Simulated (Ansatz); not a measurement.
A made-up structure of SiH2SO2, singlet:

```csv
atom,x (Å),y (Å),z (Å)
O1,-0.2314,1.2298,-0.0438
Si2,-0.1796,-0.3918,-0.1448
O3,1.1551,-0.8147,0.6583
S4,-1.4340,-1.5621,-1.0290
H5,-0.9826,1.6395,-0.4821
H6,-0.4559,-1.2185,0.9762
```

It is relaxed with PBE-D4/def2-SVP and then PBE0-D4/def2-TZVP (Ansatz 0.2.0). Atoms count as bonded within 1.22 times the sum of their covalent radii (H–H: 0.88 Å). The end point is not checked to be a true minimum.

(1) Does its bonding change? (A judgement: the text doesn't fix the answer.)

## Answers

(1) Computed: Yes. Formed: O3–H6; broken: Si2–H6.

Where it ends: The first stage lowers the energy by 3.70 eV in 9 steps. It ends as SiH₂SO₂ ([OH][Si]([OH])[S]):
| atom | x (Å) | y (Å) | z (Å) |
| --- | --- | --- | --- |
| O1 | -0.2525 | 1.3033 | -0.1278 |
| Si2 | -0.4898 | -0.2946 | -0.1162 |
| O3 | 0.6146 | -0.8175 | 0.9404 |
| S4 | -1.7812 | -1.3290 | -1.1215 |
| H5 | -0.8371 | 1.7890 | -0.7160 |
| H6 | 0.6176 | -1.7690 | 1.0760 |

Labels in which every atom is bracketed show which atoms are joined, not bond orders.

For scale, one of the runs: PBE0-D4/def2-TZVP relaxation, 148 basis functions, launched by `ansatz run in.yaml --threads 2 --pin off --events-out ev --progress --plain --max-ram 4352MiB`. Hardware: 2 CPU threads of an Arm Neoverse V1, shared host. Wall time about 20 s.
